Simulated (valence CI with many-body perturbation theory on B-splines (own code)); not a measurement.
Dy60+: calculated level list

Computed by configuration interaction combined with many-body perturbation theory (CI+MBPT): four valence electrons over a frozen Dirac-Fock core [He], a basis of 11 s, 11 p, 9 d, 7 f, 5 g, 2 h, 1 i functions for each j, with the one-electron correlation potential Σ1 (screened to all orders), the two-electron term Σ2, the three-electron term Σ3, Breit, model QED; selected single and double excitations, second order for the rest (own B-spline code, finite nucleus).

No measured spectrum was set against this ion. As an estimate, large intervals hold to a few tenths of a per cent, small ones and those within an open d or f shell to about a per cent. Among the levels kept, up to 290 cm⁻¹ of a level comes from second order outside the variational space, and about a tenth of that is noise between levels of different J, which matters for small intervals.

Levels 46 to 90 of 113, with energies above the lowest level, (2s^2 2p1/2^2) J=0. "Leading %" is the weight of the configuration and term that name the level; weights of strongly mixed levels are sums over their largest components and can fall short. In the jj column 3d3/2^4 stands for four electrons in 3d with j = 3/2.

```tsv
No.	Configuration	Term	J	E (eV)	Leading %	g	Second component	Leading jj
46	2s 2p2 3s	3P	1	9023.3	66	1.555	20 % 2s 2p2 3s 5P	2s 2p1/2 2p3/2 3s (98 %)
47	2s 2p2 3s	3D	3	9034.3	61	1.430	38 % 2s 2p2 3s 5P	2s 2p1/2 2p3/2 3s (98 %)
48	2s 2p2 3s	3P	2	9057.2	39	1.222	36 % 2s 2p2 3s 3D	2s 2p1/2 2p3/2 3s (99 %)
49	2s 2p2 3p	5P°	1	9076.2	39	1.872	31 % 2s 2p2 3p 5D°	2s 2p1/2 2p3/2 3p1/2 (100 %)
50	2s 2p2 3p	5D°	2	9086.4	46	1.343	19 % 2s 2p2 3p 3D°	2s 2p1/2 2p3/2 3p1/2 (100 %)
51	2s 2p2 3s	3P	0	9103.6	97			2s 2p1/2 2p3/2 3s (97 %)
52	2s 2p2 3s	1P	1	9104.4	44	0.940	40 % 2s 2p2 3s 3D	2s 2p1/2 2p3/2 3s (95 %)
53	2s 2p2 3s	3P	1	9110.1	70	1.389	19 % 2s 2p2 3s 3D	2s 2p1/2 2p3/2 3s (99 %)
54	2s 2p2 3s	1D	2	9112.8	39	1.199	33 % 2s 2p2 3s 3P	2s 2p1/2 2p3/2 3s (98 %)
55	2s 2p2 3p	3D°	3	9115.5	33	1.215	27 % 2s 2p2 3p 3F°	2s 2p1/2 2p3/2 3p1/2 (99 %)
56	2s 2p2 3p	3P°	2	9147.5	42	1.475	17 % 2s 2p2 3p 3D°	2s 2p1/2 2p3/2 3p1/2 (99 %)
57	2s2 2p 3p	3D	3	9165.9	97	1.316		2s^2 2p3/2 3p3/2 (97 %)
58	2s2 2p 3p	1P	1	9167.1	51	1.328	36 % 2s2 2p 3p 3S	2s^2 2p3/2 3p3/2 (94 %)
59	2s 2p2 3p	3P°	0	9175.8	49		26 % 2s 2p2 3p 5D°	2s 2p1/2 2p3/2 3p1/2 (98 %)
60	2s 2p2 3p	3D°	1	9176.8	59	0.885	15 % 2s 2p2 3p 3P°	2s 2p1/2 2p3/2 3p1/2 (98 %)
61	2s 2p2 3p	3F°	2	9179.3	45	0.905	23 % 2s 2p2 3p 1D°	2s 2p1/2 2p3/2 3p1/2 (99 %)
62	2s2 2p 3p	3P	2	9193.2	62	1.304	34 % 2s2 2p 3p 1D	2s^2 2p3/2 3p3/2 (96 %)
63	2s2 2p 3p	1S	0	9216.8	66		31 % 2s2 2p 3p 3P	2s^2 2p3/2 3p3/2 (97 %)
64	2s 2p2 3p	3D°	1	9220.2	29	1.118	28 % 2s 2p2 3p 1P°	2s 2p1/2 2p3/2 3p1/2 (99 %)
65	2s2 2p 3d	3D°	2	9245.3	48	1.018	26 % 2s2 2p 3d 1D°	2s^2 2p3/2 3d3/2 (96 %)
66	2s2 2p 3d	3F°	3	9252.7	52	1.077	30 % 2s2 2p 3d 1F°	2s^2 2p3/2 3d3/2 (96 %)
67	2s2 2p 3d	3P°	1	9256.4	56	1.080	37 % 2s2 2p 3d 3D°	2s^2 2p3/2 3d3/2 (97 %)
68	2s2 2p 3d	3P°	0	9259.3	97			2s^2 2p3/2 3d3/2 (97 %)
69	2s2 2p 3d	3F°	4	9300.9	97	1.234		2s^2 2p3/2 3d5/2 (97 %)
70	2s2 2p 3d	3P°	2	9312.6	45	1.234	38 % 2s2 2p 3d 1D°	2s^2 2p3/2 3d5/2 (96 %)
71	2s 2p2 3p	5D°	3	9325.0	32	1.366	24 % 2s2 2p 3d 3D°	2s 2p1/2 2p3/2 3p3/2 (60 %)
72	2s2 2p 3d	3D°	3	9330.3	37	1.318	21 % 2s2 2p 3d 1F°	2s^2 2p3/2 3d5/2 (57 %)
73	2s 2p2 3p	5P°	1	9331.8	24	1.563	18 % 2s 2p2 3p 3S°	2s 2p1/2 2p3/2 3p3/2 (78 %)
74	2p3 3s	3P°	2	9336.6	31	1.492	16 % 2p3 3s 5S°	2p1/2^2 2p3/2 3s (65 %)
75	2s2 2p 3d	1P°	1	9339.5	58	1.095	23 % 2s2 2p 3d 3P°	2s^2 2p3/2 3d5/2 (92 %)
76	2p3 3s	1P°	1	9351.6	19	1.109	17 % 2p3 3s 3D°	2p1/2^2 2p3/2 3s (59 %)
77	2s 2p2 3p	3D°	2	9353.7	39	1.367	16 % 2s 2p2 3p 5P°	2s 2p1/2 2p3/2 3p3/2 (84 %)
78	2s 2p2 3p	3P°	0	9362.8	80		14 % 2s 2p2 3p 5D°	2s 2p1/2 2p3/2 3p3/2 (99 %)
79	2s 2p2 3p	3F°	4	9365.4	60	1.321	38 % 2s 2p2 3p 5D°	2s 2p1/2 2p3/2 3p3/2 (97 %)
80	2s 2p2 3p	3P°	2	9383.1	44	1.431	13 % 2s 2p2 3p 1D°	2s 2p1/2 2p3/2 3p3/2 (84 %)
81	2s 2p2 3p	3D°	3	9388.5	52	1.278	26 % 2s 2p2 3p 1F°	2s 2p1/2 2p3/2 3p3/2 (99 %)
82	2s 2p2 3p	1P°	1	9398.5	29	1.204	13 % 2s 2p2 3p 3S°	2s 2p1/2 2p3/2 3p3/2 (80 %)
83	2s 2p2 3d	5F	2	9399.0	44	1.164	17 % 2s 2p2 3d 3P	2s 2p1/2 2p3/2 3d3/2 (96 %)
84	2s 2p2 3d	5D	1	9401.3	46	1.198	21 % 2s 2p2 3d 5F	2s 2p1/2 2p3/2 3d3/2 (96 %)
85	2s 2p2 3d	5D	0	9403.0	83		16 % 2s 2p2 3d 3P	2s 2p1/2 2p3/2 3d3/2 (100 %)
86	2s 2p2 3d	5F	3	9409.0	51	1.172	15 % 2s 2p2 3d 3F	2s 2p1/2 2p3/2 3d3/2 (97 %)
87	2p3 3p	3P	1	9418.8	20	1.471	17 % 2p3 3p 5P	2p1/2^2 2p3/2 3p1/2 (83 %)
88	2p3 3p	3D	2	9421.0	20	1.160	17 % 2p3 3p 3F	2p1/2^2 2p3/2 3p1/2 (83 %)
89	2s 2p2 3p	3D°	2	9436.0	36	1.345	24 % 2s 2p2 3p 3P°	2s 2p1/2 2p3/2 3p3/2 (95 %)
90	2s 2p2 3p	3D°	3	9436.6	45	1.166	35 % 2s 2p2 3p 3F°	2s 2p1/2 2p3/2 3p3/2 (99 %)
```
